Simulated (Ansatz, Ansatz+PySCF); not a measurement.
| atom | x (Å) | y (Å) | z (Å) |
| --- | --- | --- | --- |
| Li | 0.0000 | 0.0000 | -0.9343 |
| C | 0.0000 | 0.0000 | 0.9343 |

Basis set: def2-SVP (spherical functions). Left uncorrelated: 1 orbital. Charge 0, multiplicity 4.

Computed with Ansatz (development build ahead of 0.2.0); each method stands on the lowest determinant of its kind that the runs found.

Q: Give the atomization energy at this shape (free ground-state atoms in the same class of orbitals less the molecule, no zero-point energy) of quartet LiC by UHF-CCSD(T), UHF-MP2, ROHF, UHF.

A:

```
     method  atomization energy
UHF-CCSD(T)      54.03 kcal/mol
    UHF-MP2      56.35 kcal/mol
       ROHF      48.31 kcal/mol
        UHF      46.80 kcal/mol
```
